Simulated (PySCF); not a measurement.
**Name the molecule from its bond curve**

A diatomic of charge 0 contains Br. Its doublet curve at PBE0 in a triple-zeta basis (spin-free X2C with a Gaussian nucleus, PySCF), in eV from the separated fragments:

| R (Å) | E (eV) |
| --- | --- |
| 2.348 | -3.031 |
| 2.457 | -3.500 |
| 2.566 | -3.753 |
| 2.648 | -3.840 |
| 2.730 | -3.864 |
| 2.812 | -3.840 |
| 2.921 | -3.756 |
| 3.058 | -3.595 |
| 3.221 | -3.357 |
| 3.440 | -3.010 |

The fit gives ωe = 216 cm⁻¹ and the rotational constant Bₑ = 0.05456 cm⁻¹.

Which atom is the partner?

The minimum lies at 2.726 Å, so the reduced mass is 16.8576 u Å² cm⁻¹/(Bₑ·Re²) = 41.58 u. With Br at 78.92 u the partner weighs about 87.9 u: Sr. The molecule is SrBr.

Spin–orbit coupling is left out. The state is the lowest determinant that a PBE0 search found; another state may lie lower at other levels.
